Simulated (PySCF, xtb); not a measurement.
silyloxysilylformaldehyde (CH6O2Si2), SMILES O=C[SiH2]O[SiH3].

The structure is a stationary point at B3LYP-D3(BJ)/def2-SVP. One conformer was computed; it need not be the lowest.

Computed with C-PCM-PBE0/def2-SVP (PySCF).

The values are the electrostatic part of the solvation free energy, E(continuum) − E(gas) at the gas-phase geometry, in a cavity of scaled van der Waals radii (PySCF's table); cavitation and dispersion terms are not included. In vacuum the orbital gap is 5.47 eV. The dipole moment in vacuum is 2.38 D.

Computed values in water (ε = 78.36), diethylether (ε = 4.24), 2-propanol (ε = 19.26):
| solvent | ε | ΔG(elec) (kcal/mol) | dipole (D) | gap (eV) |
|---|---|---|---|---|
| water | 78.36 | -3.1 | 2.89 | 5.53 |
| diethylether | 4.24 | -2.3 | 2.76 | 5.52 |
| 2-propanol | 19.26 | -2.9 | 2.86 | 5.53 |

For comparison, GFN2-xTB/ALPB(water) (xtb, at the GFN2-xTB geometry, all terms of that model) gives 0.3 kcal/mol.
